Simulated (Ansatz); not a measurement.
The cluster AlB5. The state is a singlet with charge 0. Geometry PBE0-D4/def2-SVP.

Cartesian coordinates in Å:
```
B 0.8084 1.5461 -0.5565
B -0.1775 -0.7752 0.7156
B 0.7280 0.5512 0.6544
B -0.2888 0.0825 -0.6872
B -0.0767 1.1837 -1.7858
Al -0.9935 -2.5884 1.6595
```

B3LYP takes the VWN-RPA correlation. The restricted singlet is unstable towards broken spin symmetry in Hartree–Fock (as tested in another run); at HF/6-31G this wasn't settled. At HF/def2-TZVP the restricted singlet is unstable: a solution with broken spin symmetry lies lower. The restricted singlet is unstable towards broken spin symmetry at other levels; at r2SCAN-D4/def2-TZVP, B3LYP-D4/def2-TZVP, PBE0-D4/def2-TZVPD this wasn't settled. The geometry of the singlet was relaxed on an unsound state (restricted singlet, unstable towards broken spin symmetry at other levels and untested here). The structure comes from a short search, and lower isomers may exist.

Estimate the orbital energies around the gap (eV) in Ansatz with HF/6-31G, HF/def2-TZVP, r2SCAN-D4/def2-TZVP, B3LYP-D4/def2-TZVP, PBE0-D4/def2-TZVPD.


| orbital | HF/6-31G | HF/def2-TZVP | r2SCAN-D4/def2-TZVP | B3LYP-D4/def2-TZVP | PBE0-D4/def2-TZVPD |
| --- | --- | --- | --- | --- | --- |
| HOMO−13 | -206.66 | -206.73 | -180.57 | -183.63 | -184.79 |
| HOMO−12 | -133.56 | -133.50 | -111.34 | -113.02 | -114.43 |
| HOMO−11 | -87.55 | -87.49 | -71.62 | -73.68 | -74.45 |
| HOMO−10 | -87.55 | -87.49 | -71.61 | -73.67 | -74.45 |
| HOMO−9 | -87.49 | -87.46 | -71.39 | -73.49 | -74.26 |
| HOMO−8 | -25.11 | -24.69 | -17.58 | -18.35 | -18.97 |
| HOMO−7 | -19.76 | -19.59 | -13.67 | -14.42 | -14.91 |
| HOMO−6 | -15.64 | -15.65 | -10.75 | -11.45 | -11.85 |
| HOMO−5 | -13.27 | -13.36 | -9.38 | -10.03 | -10.34 |
| HOMO−4 | -11.85 | -11.90 | -7.87 | -8.57 | -8.86 |
| HOMO−3 | -10.38 | -10.48 | -7.74 | -8.06 | -8.41 |
| HOMO−2 | -9.74 | -9.87 | -6.95 | -7.57 | -7.84 |
| HOMO−1 | -8.86 | -9.12 | -6.45 | -7.01 | -7.25 |
| HOMO | -7.23 | -7.49 | -5.21 | -5.67 | -5.83 |
| LUMO | -0.26 | -0.40 | -4.33 | -3.67 | -3.63 |
| LUMO+1 | 0.35 | -0.09 | -3.59 | -3.12 | -3.01 |
| LUMO+2 | 0.94 | 0.81 | -2.66 | -2.14 | -2.02 |
| LUMO+3 | 1.34 | 1.11 | -2.65 | -2.09 | -1.98 |
| LUMO+4 | 2.59 | 2.08 | -1.82 | -1.29 | -1.18 |
| LUMO+5 | 3.31 | 2.49 | -1.16 | -0.73 | -0.61 |
